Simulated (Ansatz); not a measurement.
Geometry optimisation, DFT r2SCAN-D3(BJ), scalar-relativistic, plane waves, PAW (Ansatz 0.2.0).

Input:

```yaml
crystal:
  lattice:
    - [7.425938, 0.0, 0.0]
    - [0.0, 7.425938, 0.0]
    - [0.0, 0.0, 7.425938]
  atoms:
    - { symbol: O, position: [0.8005352, 0.5378777, 0.0950407] }
    - { symbol: H, position: [0.7064115, 0.6065522, 0.0364189] }
    - { symbol: H, position: [0.7572615, 0.414913, 0.090675] }
    - { symbol: O, position: [0.108817, 0.2471378, 0.9933161] }
    - { symbol: H, position: [0.1375372, 0.3663477, 0.9488623] }
    - { symbol: H, position: [0.1246527, 0.1700206, 0.889325] }
    - { symbol: O, position: [0.4595612, 0.5778059, 0.4628849] }
    - { symbol: H, position: [0.5505007, 0.6517751, 0.4056961] }
    - { symbol: H, position: [0.4135722, 0.503717, 0.3658909] }
    - { symbol: O, position: [0.6735871, 0.4964702, 0.7892581] }
    - { symbol: H, position: [0.6279341, 0.3807658, 0.750012] }
    - { symbol: H, position: [0.588862, 0.5823102, 0.739608] }
    - { symbol: O, position: [0.1907735, 0.4016778, 0.6409765] }
    - { symbol: H, position: [0.1221746, 0.506897, 0.6058326] }
    - { symbol: H, position: [0.1990319, 0.3313605, 0.5314353] }
    - { symbol: O, position: [1.0019963, 0.7856454, 0.3685509] }
    - { symbol: C, position: [0.9409256, 0.7877338, 0.5210697] }
    - { symbol: H, position: [0.8692824, 0.6712033, 0.5792137] }
    - { symbol: H, position: [0.9537512, 0.9062757, 0.6098174] }
    - { symbol: O, position: [0.2814733, 0.6518767, 1.0292898] }
    - { symbol: C, position: [0.2083836, 0.763667, 0.9335987] }
    - { symbol: H, position: [0.1740498, 0.8996471, 0.9828272] }
    - { symbol: H, position: [0.1723244, 0.7353529, 0.7922096] }
    - { symbol: O, position: [0.8211714, 0.0522581, 0.2446491] }
    - { symbol: C, position: [0.950489, 0.1437561, 0.2882503] }
    - { symbol: H, position: [1.0903387, 0.100283, 0.2628535] }
    - { symbol: H, position: [0.9351858, 0.2753514, 0.3556396] }
    - { symbol: O, position: [0.5184609, 0.842958, 0.8677607] }
    - { symbol: C, position: [0.5590209, 0.8867029, 0.7146685] }
    - { symbol: H, position: [0.6598295, 0.9922682, 0.686625] }
    - { symbol: H, position: [0.4972758, 0.8232687, 0.595268] }
    - { symbol: O, position: [0.3536752, 0.1018328, 0.4068983] }
    - { symbol: C, position: [0.3899963, 0.1236193, 0.2481466] }
    - { symbol: H, position: [0.3871978, 0.2576797, 0.1840155] }
    - { symbol: H, position: [0.4277758, 0.0105415, 0.1593831] }
basis:
  ecutwfc: 500.0
kpoints:
  mp_grid: { grid: [1, 1, 1] }
hamiltonian:
  xc: r2scan
  dispersion: d3bj
scf:
  occupations: { method: fermi_dirac, width: 0.02 }
  lower_state_search: "off"
relax:
  f_tol: 0.3
  max_steps: 15
  adjacent_minimum: "off"
output:
  write_density: true
  write_potential: true
  elf: true
  volumetric_format: npy
```

Run as:

```bash
$ ansatz run input.yaml --threads 1 --pin off --max-ram 3072MiB --backend cpu --events-out ev --progress --plain --runs-dir out
```

Problem. Where does it end, and by what steps?

Solution. It converged. The threshold is loose, so the end isn't yet a minimum. The force dipped under the threshold on the way, but the program's further checks kept it going. Limits of this set-up: coarse k mesh. After 12 steps the energy has fallen by 2.995 eV; O16 moved furthest, 1.44 Å.

| step | energy less start (eV) | largest force component (eV/Å) | accepted |
| --- | --- | --- | --- |
| 0 | 0.0000 | 1.843 | yes |
| 1 | -0.6899 | 1.303 | yes |
| 2 | -0.7296 | 3.562 | yes |
| 3 | -1.3890 | 2.425 | yes |
| 4 | -1.9107 | 1.039 | yes |
| 5 | -2.2804 | 1.087 | yes |
| 6 | -2.5548 | 0.885 | yes |
| 7 | -2.6595 | 1.236 | yes |
| 8 | -2.8105 | 0.838 | yes |
| 9 | -2.9197 | 0.370 | yes |
| 10 | -2.8926 | 1.329 | no |
| 11 | -2.9596 | 0.254 | yes |
| 12 | -2.9948 | 0.179 | yes |

```xyz
35
Lattice="7.4259 0.0000 0.0000 0.0000 7.4259 0.0000 0.0000 0.0000 7.4259" Properties=species:S:1:pos:R:3
O 5.412 4.097 0.694
H 4.958 4.138 -0.165
H 6.021 3.356 0.579
O 0.997 1.907 7.380
H 1.331 2.780 7.653
H 1.019 1.968 6.406
O 3.666 4.424 2.950
H 4.291 4.320 2.207
H 2.815 4.595 2.521
O 4.542 3.604 5.428
H 4.654 2.656 5.319
H 4.121 3.886 4.589
O 0.991 2.303 4.558
H 0.945 3.229 4.262
H 1.708 1.923 4.016
O 8.162 5.019 3.681
C 7.159 5.497 4.163
H 6.399 4.859 4.660
H 6.961 6.583 4.136
O 1.722 4.549 8.200
C 1.490 5.488 7.472
H 1.507 6.528 7.835
H 1.222 5.332 6.413
O 5.866 0.815 2.508
C 6.952 1.330 2.373
H 7.891 0.746 2.429
H 7.081 2.410 2.198
O 3.611 6.688 6.324
C 3.860 6.888 5.159
H 4.604 7.655 4.859
H 3.391 6.318 4.340
O 2.687 0.919 2.816
C 3.308 1.180 1.804
H 3.541 2.220 1.524
H 3.635 0.392 1.107
```

Time of the run: 10 min on 1 thread of Arm Neoverse V1 (shared host), peak memory 1.3 GiB.
